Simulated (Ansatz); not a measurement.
All numbers were calculated with Ansatz.

A structure relaxed at PBE0-D4/def2-TZVP, charge 0, multiplicity 1:

Cartesian coordinates in Å:
```
Si 0.6418 -1.8429 -0.1055
Ge 0.7089 0.4927 -0.5637
C -0.4788 1.4098 0.7111
S -2.1229 0.6586 0.7474
H 0.6542 -2.0495 1.3672
H 1.8373 -2.5084 -0.6903
H -0.5768 -2.4664 -0.6799
H 0.1768 0.7901 -1.9812
H 2.1380 1.0680 -0.4628
H -0.5401 2.4807 0.5143
H -0.0787 1.2776 1.7180
H -2.3597 0.6897 -0.5746
```

Give its formula and SMILES.

CH8GeSSi, `[SiH3][GeH2][CH2]S`.

Summarise the bond lengths by kind.

1 × Ge–Si 2.381 Å; 3 × H–Si 1.484 to 1.488 Å; 1 × C–Ge 1.969 Å; 2 × Ge–H 1.543 to 1.544 Å; 1 × C–S 1.808 Å; 2 × C–H 1.091 to 1.092 Å; 1 × H–S 1.343 Å.
